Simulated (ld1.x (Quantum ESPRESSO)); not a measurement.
# Pseudopotential generation for Hf: TM semilocal, revPBE, scalar-relativistic.

- Element: hafnium (Hf)
- Generator: ld1.x (Quantum ESPRESSO) 7.5
- Type: norm-conserving Troullier–Martins (semilocal form)
- Functional: revPBE
- Relativity: scalar-relativistic
- Frozen core: [Xe]
- Valence charge: 18
- Reference configuration: 4f13 5d3 6s2 6p0
- Partial waves: 6s (bound): rc 2.20 bohr; 6p (bound, empty): rc 3.15 bohr; 4f (bound): rc 1.10 bohr; 5d (bound): rc 2.60 bohr
- Local potential: the d channel
- Core correction: Bessel-smoothed model core, default radius (core density twice the valence density)

All-electron outer shells of the reference configuration (revPBE, scalar-relativistic, ld1.x):

```tsv
shell	level (eV)	outermost node (bohr)	outermost maximum (bohr)
5s	-71.01	0.55	1.01
5p	-38.60	0.59	1.15
4f	-24.59	–	0.45
6s	-5.28	1.34	2.82
5d	-3.66	0.66	1.59
6p	-1.36	1.62	3.90
```

What the tests gave:

```
Ghost test               : no extra level below or beside the all-electron valence levels (s, p, f, d tested); the semilocal form is local in each channel, so this says nothing of the separable form that plane-wave codes build from it (spherical-Bessel basis up to 400 Ry, 20 bohr box)
Largest excitation error : -1159 meV (all-electron minus pseudo) for 4f14 5d2 6s0 6p0, out of 7 test configurations
```

Generation and tests took about 3.7 s on one core of a shared server CPU.
